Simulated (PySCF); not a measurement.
C4H2ClFSi. Atoms are numbered in the order given.

```xyz
9

C      0.5294     1.5158    -2.5007
C      0.2051     0.9065    -1.5031
Si    -0.2687     0.0026     0.0000
F     -1.8699    -0.2076     0.0000
Cl     0.5966    -1.8440     0.0000
C      0.2051     0.9065     1.5031
C      0.5294     1.5158     2.5007
H      0.8167     2.0561    -3.3880
H      0.8167     2.0561     3.3880
```
Charge 0, spin multiplicity 1.

The structure is a stationary point at ωB97X-D3(BJ)/def2-SVP. This is a generated structure with no PubChem entry under its InChIKey; it may be hypothetical.

Level of theory: PBE0/def2-TZVP (PySCF).

Symmetry labels are those of the subgroup Cs that the program uses (full group Cs).

Computed valence orbital energies around the gap with their symmetry:
```json
[
 {"orbital": "HOMO−7", "symmetry": "A\"", "energy (eV)": "-11.84"},
 {"orbital": "HOMO−6", "symmetry": "A'", "energy (eV)": "-11.48"},
 {"orbital": "HOMO−5", "symmetry": "A'", "energy (eV)": "-9.91"},
 {"orbital": "HOMO−4", "symmetry": "A\"", "energy (eV)": "-9.81"},
 {"orbital": "HOMO−3", "symmetry": "A'", "energy (eV)": "-9.18"},
 {"orbital": "HOMO−2", "symmetry": "A'", "energy (eV)": "-8.93"},
 {"orbital": "HOMO−1", "symmetry": "A\"", "energy (eV)": "-8.79"},
 {"orbital": "HOMO", "symmetry": "A\"", "energy (eV)": "-8.66"},
 {"orbital": "LUMO", "symmetry": "A'", "energy (eV)": "-1.34"},
 {"orbital": "LUMO+1", "symmetry": "A'", "energy (eV)": "-1.15"},
 {"orbital": "LUMO+2", "symmetry": "A\"", "energy (eV)": "0.15"},
 {"orbital": "LUMO+3", "symmetry": "A\"", "energy (eV)": "0.35"}
]
```
